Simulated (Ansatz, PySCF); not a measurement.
Molecule: SnCl2 (charge 0, triplet). This is an excited triplet: at this geometry the singlet lies 2.51 eV lower at RI-MP2/CBS(def2-TZVPPD,def2-QZVPPD)+[CCSD(T)-MP2]/def2-TZVPPD. 
Geometry from a B3LYP-D3(BJ)/def2-TZVP (Ansatz, a quantum-chemistry and plane-wave program) optimisation:
SMILES: [Cl][Sn][Cl]
```xyz
3

Sn    -0.0188     0.0059     0.4882
Cl     1.3430     1.5678    -0.6865
Cl    -1.2878    -1.5852    -0.7495
```
Charge 0, spin multiplicity 3.

Dipole moments at this geometry, in debye (magnitudes).

```json
[
 {"level": "PBE/def2-TZVPD", "program": "Ansatz", "dipole (D)": "1.57"},
 {"level": "BLYP/def2-TZVPD", "program": "PySCF", "dipole (D)": "1.53"},
 {"level": "BP86/def2-TZVPD", "program": "PySCF", "dipole (D)": "1.55"},
 {"level": "r2SCAN/def2-TZVPD", "program": "Ansatz", "dipole (D)": "1.76"},
 {"level": "B97M-V/def2-TZVPD", "program": "Ansatz", "dipole (D)": "1.74"},
 {"level": "B3LYP/def2-TZVPD", "program": "Ansatz", "dipole (D)": "1.76"},
 {"level": "BHLYP/def2-TZVPD", "program": "Ansatz", "dipole (D)": "2.04"},
 {"level": "TPSSh/def2-TZVPD", "program": "PySCF", "dipole (D)": "1.76"},
 {"level": "r2SCANh/def2-TZVPD", "program": "Ansatz", "dipole (D)": "1.85"},
 {"level": "r2SCAN0/def2-TZVPD", "program": "Ansatz", "dipole (D)": "1.96"},
 {"level": "MN15/def2-TZVPD", "program": "PySCF", "dipole (D)": "1.89"},
 {"level": "LC-wPBE/def2-TZVPD", "program": "Ansatz", "dipole (D)": "2.12"},
 {"level": "wB97M-V/def2-TZVPD", "program": "Ansatz", "dipole (D)": "…"},
 {"level": "CCSD(T)/def2-SVPD", "program": "Ansatz", "dipole (D)": "…"}
]
```

Q: What belongs in the gaps?

A: 
- wB97M-V/def2-TZVPD, dipole (D): 1.94
- CCSD(T)/def2-SVPD, dipole (D): 2.06
